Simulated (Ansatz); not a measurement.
C4H16BNSi2 (`BN([SiH2][SiH3])C(C)(C)C`) at its PBE0-D4/def2-TZVP geometry, where that method's forces vanish. The species carries charge 0 and has multiplicity 1.

| atom | x (Å) | y (Å) | z (Å) |
| --- | --- | --- | --- |
| B1 | -1.959 | -0.471 | -0.444 |
| N2 | -0.585 | -0.227 | -0.423 |
| Si3 | -0.108 | 1.086 | -1.508 |
| Si4 | -0.726 | 3.170 | -0.639 |
| C5 | 0.412 | -0.917 | 0.431 |
| C6 | -0.259 | -1.881 | 1.398 |
| C7 | 1.370 | -1.704 | -0.461 |
| C8 | 1.180 | 0.127 | 1.238 |
| H9 | -2.623 | 0.202 | -1.188 |
| H10 | -2.490 | -1.299 | 0.232 |
| H11 | 1.368 | 1.080 | -1.708 |
| H12 | -0.727 | 0.874 | -2.841 |
| H13 | -2.191 | 3.221 | -0.389 |
| H14 | -0.363 | 4.261 | -1.587 |
| H15 | -0.022 | 3.416 | 0.650 |
| H16 | -0.795 | -2.673 | 0.874 |
| H17 | 0.509 | -2.344 | 2.021 |
| H18 | -0.966 | -1.366 | 2.051 |
| H19 | 0.823 | -2.453 | -1.038 |
| H20 | 1.897 | -1.051 | -1.159 |
| H21 | 2.119 | -2.218 | 0.147 |
| H22 | 0.501 | 0.691 | 1.881 |
| H23 | 1.928 | -0.358 | 1.870 |
| H24 | 1.707 | 0.833 | 0.591 |

Task: For each bond, give half the difference of the two atoms' forces along it (eV/Å; positive pushes the atoms apart) under PBE-D4, r2SCAN-D4, B3LYP-D4, ωB97M-V in def2-TZVPP. (Best estimate.)

Result: Ansatz gave: 
```tsv
bond	length (Å)	PBE-D4	r2SCAN-D4	B3LYP-D4	ωB97M-V
B1–H9	1.203	-0.01	-0.07	-0.12	-0.10
B1–H10	1.193	0.00	-0.09	-0.15	-0.15
N2–Si3	1.770	0.16	0.01	0.06	0.06
N2–C5	1.483	0.07	0.18	0.18	0.11
Si4–H13	1.488	0.09	-0.02	-0.07	-0.10
Si4–H15	1.489	0.09	-0.02	-0.07	-0.09
C5–C7	1.527	0.02	0.06	0.12	0.07
C5–C8	1.528	0.01	0.06	0.13	0.07
C6–H16	1.091	0.10	-0.04	-0.08	-0.07
C6–H17	1.092	0.10	-0.04	-0.09	-0.07
C7–H20	1.092	0.09	-0.05	-0.09	-0.07
C8–H22	1.092	0.09	-0.03	-0.08	-0.05
C8–H23	1.092	0.10	-0.04	-0.08	-0.06
C8–H24	1.093	0.09	-0.04	-0.10	-0.06
```

B3LYP here is the variant with VWN-RPA as its local correlation; programs differ in this.
